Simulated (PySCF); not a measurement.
C4H11B2NSi2.
Bonds: Si1–N2, N2–Si3, N2–B4, B4–C5, C5–C6 (double), C6–B7, B7–C8, C8–C9 (double), B4–C9. Hydrogens: H10, H11, H12 on Si1; H13, H14, H15 on Si3; H16 on C5; H17 on C6; H18 on B7; H19 on C8; H20 on C9.

Computed with PySCF at PBE0/pcSseg-1, non-relativistic, on one gas-phase PBE0-D3(BJ)/def2-SVP geometry that isn't relaxed in the solvent. The solvent is an IEF-PCM continuum (van der Waals radii × 1.2). Only the electrostatic response of the medium enters.

Gas phase at PBE0/pcSseg-1: HOMO -7.60 eV, LUMO -3.08 eV, dipole 1.44 D.

What does the continuum do to the energy, the frontier levels and the dipole at PBE0/pcSseg-1 in benzene and dichloromethane?

```csv
solvent,ε,E(solvent) − E(gas) (kcal/mol),polarisation term (kcal/mol),distortion of the solute (kcal/mol),HOMO (eV),LUMO (eV),dipole (D)
benzene,2.271,-0.68,-0.72,0.04,-7.59,-3.06,1.70
dichloromethane,8.93,-1.33,-1.47,0.14,-7.61,-3.08,1.93
```

The first energy column is the sum of the next two and covers electrostatics alone. From benzene to dichloromethane the lowering changes by a factor 1.95, Onsager's factor (ε − 1)/(2ε + 1) by 1.83 and ε itself by 3.9.

Which radius a makes the point-dipole formula ΔE = −[(ε − 1)/(2ε + 1)]·μ²/a³ give the value in dichloromethane, with the gas-phase dipole?

μ = 0.568 au and |ΔE| = 0.00212 Eh give a = 2.12 Å; the farthest nucleus lies 4.29 Å from the centroid of the nuclei, so such a sphere wouldn't even hold the nuclei. The formula assumes a rigid point dipole at the centre of a sphere.

How do the nuclear quadrupole coupling constants eQVzz/h respond in benzene?

```tsv
nucleus	Q (barn)	gas (MHz)	solvent (MHz)	η gas	η solvent
14N at N2	0.02044	-1.03	-0.98	0.84	0.86
11B at B4	0.04059	3.99	3.98	0.17	0.17
11B at B7	0.04059	5.38	5.36	0.02	0.03
```

On one thread, Arm Neoverse N1 (aarch64), shared host with 64 logical CPUs at a one-minute load of 62, this took 84 s wall and 1.3 GiB of memory at its peak. This is the whole shielding run at PBE0/pcSseg-1 in dichloromethane, SCF included.

The values belong to the conformer `[SiH3:1][N:2]([SiH3:3])[B:4]1[CH:5]=[CH:6][BH:7][CH:8]=[CH:9]1`: Si1–N2–B4–C5 3°.
